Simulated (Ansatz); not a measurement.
Harmonic frequencies (cm⁻¹) at PBE0-D4/def2-TZVP from Ansatz: 237, 238, 375, 393, 399, 399, 554, 555, 722, 952, 1144, 1144, 1277, 1434, 1434, 3842, 3842, 3842.

Each molecule was computed in one conformer, which needn't be the lowest.

(1) Which molecule is it?
A. `OC(O)(O)Cl`
B. `FB1COB1F`
C. `CBC=S`
D. `B1OC[SiH2]1`

## Answers

(1) A.
